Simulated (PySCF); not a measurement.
## AsH3: umbrella curve

All numbers come from BP86/[As def2-TZVP, H def2-TZVP], no relativity, density fitting, PySCF.

Rigid scan from the singlet minimum (As–H 1.536 Å (×3); H–As–H 91.2° (×3)). Coordinate: angle between each bond and the threefold axis, bonds fixed. Energies in kJ/mol from the minimum.

```csv
angle of the bonds to the threefold axis (°),E (kJ/mol),dipole size (D)
55,0.1,0.23
60,5.8,0.37
65,25.5,0.51
70,56.8,0.62
75,95.7,0.67
80,135.1,0.59
85,165.3,0.35
90,176.7,0.00
```

With the bonds held, the planar shape lies 176.7 kJ/mol from the minimum.

Other isomers or separated fragments may lie lower.
